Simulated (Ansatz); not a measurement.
Input file for C2HAlF2O (`F[C]1=C[O][Al]1[F]`):

```yaml
crystal:
  periodic: [false, false, false]
  atoms:
    - {symbol: F, position_ang: [-0.615994, -1.565098, 1.477600]}
    - {symbol: C, position_ang: [-0.302631, -0.610582, 0.608438]}
    - {symbol: C, position_ang: [0.826257, -0.529491, -0.120443]}
    - {symbol: O, position_ang: [0.875271, 0.582642, -0.945309]}
    - {symbol: Al, position_ang: [-0.705693, 0.997866, -0.302874]}
    - {symbol: F, position_ang: [-1.697393, 2.256422, -0.614020]}
    - {symbol: H, position_ang: [1.681481, -1.199758, -0.149093]}
basis:
  gaussian: {orbitals: def2-SVP}
correlation: {method: ccsd_t}
```

```sh
$ ansatz run in.yaml --threads 2 --pin off --events-out ev --progress --plain --max-ram 4352MiB
```

Output of Ansatz, abridged:

```
Functional definition: HF
886 factors; integrals over basis functions are off by at most 1.2e-3 eV
mean field evaluation 1: about -16096.1851 eV, gradient 4.2e1 eV
mean field evaluation 2: about -16096.2878 eV, gradient 4.2e1 eV
mean field evaluation 4: about -16099.8658 eV, gradient 3.8e0 eV
mean field evaluation 8: about -16099.9265 eV, gradient 1.1e-1 eV
mean field -16099.92661180 eV, -591.6613900613 hartree, gradient 1.0e-6 eV, S^2 0.000000; 0 other end points of the search recorded, 0 dependent functions left out
10 core orbitals not correlated: weight in the atoms' cores, before any rotation towards them, 1.000 or more for the frozen orbitals, at most 0.000 for the correlated occupied ones
reference -16099.92661180 eV, -591.6613900613 hartree; 16, 16 occupied and 67, 67 virtual orbitals, 886 factors
second order -23.27724283 eV of doubles, -0.00000000 eV of singles
cycle   1  -23.08668047 eV  change    1.9e-1 eV  update   1.2e-1
cycle   2  -23.63384923 eV  change   -5.5e-1 eV  update   3.9e-2
cycle   3  -23.79977148 eV  change   -1.7e-1 eV  update   2.2e-2
cycle   4  -23.79322325 eV  change    6.5e-3 eV  update   6.1e-3
cycle   5  -23.78717578 eV  change    6.0e-3 eV  update   2.9e-3
cycle   6  -23.78866471 eV  change   -1.5e-3 eV  update   1.1e-3
cycle   7  -23.78855365 eV  change    1.1e-4 eV  update   5.6e-4
cycle   8  -23.78827959 eV  change    2.7e-4 eV  update   2.4e-4
cycle   9  -23.78842230 eV  change   -1.4e-4 eV  update   1.1e-4
cycle  10  -23.78848828 eV  change   -6.6e-5 eV  update   4.4e-5
cycle  11  -23.78846080 eV  change    2.7e-5 eV  update   1.8e-5
perturbative correction -0.65798897 eV, -0.0241806485 hartree
Total energy: -16124.37306156 eV, -592.5597805196 hartree
```

It took 3.6 s on 2 threads of an Intel Xeon Platinum 8559C on a shared host, with 0.37 GiB of host memory at the peak.

Correlation energy per correlated electron: -0.764 eV. T1 diagnostic: 0.0160.
